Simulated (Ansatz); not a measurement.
Reaction (formal exchange of groups at a C–C bond): `CCBN[SiH3]` + `F[SiH]([SiH3])Cl` → `C[SiH2][SiH](F)Cl` + `CBN[SiH3]`

Gas-phase electronic energies from Ansatz, PBE0-D4/def2-TZVP geometries. CCSD(T)/CBS is the MP2 limit (def2-TZVPP, def2-QZVPP) plus CCSD(T) − MP2 in def2-TZVPP, frozen cores. Functionals use def2-TZVPP. B3LYP here is the variant with VWN-RPA as its local correlation; programs differ in this. Each species was taken in one conformer, which may not be the lowest.

`CCBN[SiH3]`:

```xyz
15

C     1.936    1.524   -0.521
C     1.501    0.168    0.035
B     0.016   -0.205   -0.312
N    -0.888   -0.697    0.646
Si   -2.543   -1.166    0.381
H     2.991    1.728   -0.322
H     1.787    1.570   -1.603
H     1.356    2.340   -0.080
H     1.690    0.124    1.115
H     2.137   -0.612   -0.409
H    -0.390   -0.082   -1.439
H    -0.534   -0.789    1.589
H    -2.745   -2.600    0.723
H    -2.859   -0.936   -1.047
H    -3.456   -0.368    1.244
```

`F[SiH]([SiH3])Cl`:

Cartesian coordinates in Å:
```
F 0.290 -0.628 2.145
Si 0.426 -0.869 0.572
Si -0.599 0.882 -0.591
Cl 2.422 -0.897 0.111
H -0.110 -2.220 0.289
H -2.045 0.942 -0.250
H -0.444 0.629 -2.047
H 0.060 2.162 -0.228
```

`C[SiH2][SiH](F)Cl`:

```xyz
11

C    -0.450    0.438    1.600
Si   -0.914    0.053   -0.171
Si    0.992   -0.539   -1.393
F     1.642   -1.869   -0.786
Cl    2.381    0.964   -1.193
H     0.286    1.244    1.635
H    -0.019   -0.440    2.085
H    -1.329    0.749    2.169
H    -1.508    1.238   -0.851
H    -1.893   -1.066   -0.250
H     0.811   -0.771   -2.846
```

`CBN[SiH3]`:

```xyz
12

C     0.998   -0.926   -0.976
B     1.185    0.058    0.230
N     0.100    0.701    0.854
Si   -1.589    0.552    0.449
H     1.563   -0.564   -1.842
H    -0.034   -1.093   -1.297
H     1.434   -1.902   -0.732
H     2.287    0.289    0.653
H     0.318    1.319    1.621
H    -1.859    0.997   -0.942
H    -2.342    1.418    1.393
H    -2.062   -0.849    0.589
```

Problem. Is it downhill or uphill in electronic energy at CCSD(T)/CBS, and by how much? (An estimate is asked.)

Solution. Ansatz gave: Downhill: ΔE = -51.2 kJ/mol.

Problem. What do these levels give: r2SCAN-D4, ωB97X-V, ωB97M-V, r2SCAN, PBE0, B3LYP, HF/def2-TZVPP, SCS-MP2/def2-TZVPP, CCSD/def2-TZVPP, HF/def2-QZVPP, MP2/def2-QZVPP, SCS-MP2/def2-QZVPP? (An estimate is asked.)

Solution. Ansatz gave: r2SCAN-D4 -56.0, ωB97X-V -50.7, ωB97M-V -54.0, r2SCAN -55.4, PBE0 -50.9, B3LYP -48.7, HF/def2-TZVPP -43.3, SCS-MP2/def2-TZVPP -48.4, CCSD/def2-TZVPP -48.0, HF/def2-QZVPP -43.2, MP2/def2-QZVPP -53.8, SCS-MP2/def2-QZVPP -49.6 kJ/mol.

Largest T1 diagnostic among the species: 0.012.

The D4 term adds −4.5 kJ/mol with B3LYP and −2.5 kJ/mol with PBE0; it sums over pairs of atoms, weighted by their polarisabilities, and B3LYP, whose exchange is more repulsive, gets the larger term. In def2-TZVPP, CCSD(T) changes the Hartree–Fock value by −5.6 kJ/mol (the triples alone add −0.9 kJ/mol) and MP2 by −9.2 kJ/mol.
